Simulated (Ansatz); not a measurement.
Gas-phase electronic energies from Ansatz, PBE0-D4/def2-TZVP geometries. CCSD(T)/CBS is the MP2 limit (def2-TZVPP, def2-QZVPP) plus CCSD(T) − MP2 in def2-TZVPP, frozen cores. This one scheme is used for every species. Functionals use def2-TZVPP. HSE06 is defined as in plane-wave codes. One conformer a species, not always the lowest.

`FB(F)C1CC1` + `N[SiH2][SiH3]` → `N[SiH2]B(F)F` + `[SiH3]C1CC1`  (redistribution)

`FB(F)C1CC1`:

Cartesian coordinates in Å:
```
F 1.095 -1.941 -0.190
B 0.952 -1.033 0.768
F 1.588 -1.279 1.902
C 0.099 0.220 0.556
C -1.132 0.122 -0.331
C 0.055 0.843 -0.831
H 0.025 0.915 1.384
H -1.361 -0.846 -0.760
H -1.995 0.698 -0.022
H 0.024 1.924 -0.871
H 0.650 0.376 -1.606
```

`N[SiH2][SiH3]`:

Z-matrix (Å, degrees):
```
Si
Si 1 2.341
N 1 1.724 2 108.6
H 1 1.497 2 108.1 3 -126.1
H 1 1.488 2 110.7 3 117.7
H 2 1.489 1 110.3 3 173.7
H 2 1.491 1 110.1 3 54.6
H 2 1.488 1 111.4 3 -65.4
H 3 1.008 1 119.6 2 167.4
H 3 1.007 1 119.6 2 -50.6
```

`N[SiH2]B(F)F`:

Z-matrix (Å, degrees):
```
Si
B 1 2.043
N 1 1.721 2 116.7
H 1 1.488 2 107.1 3 -121.5
H 1 1.488 2 107.1 3 121.5
F 2 1.323 1 122.7 3 0.4
F 2 1.323 1 121.7 3 -179.6
H 3 1.008 1 119.4 2 70.6
H 3 1.008 1 119.4 2 -70.3
```

`[SiH3]C1CC1`:

Z-matrix (Å, degrees):
```
Si
C 1 1.853
H 1 1.489 2 111.5
H 1 1.489 2 111.6 3 121.0
H 1 1.490 2 108.2 3 -119.5
C 2 1.509 1 119.9 3 154.3
C 2 1.509 1 119.9 3 84.9
H 2 1.086 1 116.0 3 -60.4
H 6 1.083 2 117.5 1 142.5
H 6 1.084 2 118.2 1 -1.0
H 7 1.083 2 117.5 1 -142.5
H 7 1.084 2 118.2 1 1.0
```

| level | ΔE (eV) |
| --- | --- |
| LDA (SPW92) | 0.60 |
| HSE06-D4 | 0.58 |

Problem. What does CCSD(T)/CBS give? (Best estimate.)

Solution. Ansatz gave: +0.52 eV. The listed levels differ from it by 0.08, 0.06 eV.

Largest T1 diagnostic among the species: 0.013.

From BLYP to BHLYP (50 % exact exchange), in def2-TZVPP and without D4, ΔE moves by +0.04 eV. At CCSD(T), def2-SVP lies +0.10 eV from the extrapolated value and def2-TZVPP +0.00 eV. Leaving LDA and LC-ωPBE aside and taking each functional with its dispersion term where it has one, the values, not all of them listed here, spread over 0.13 eV, from BLYP-D4 to B97M-V. LDA lies +0.04 eV from PBE without D4.
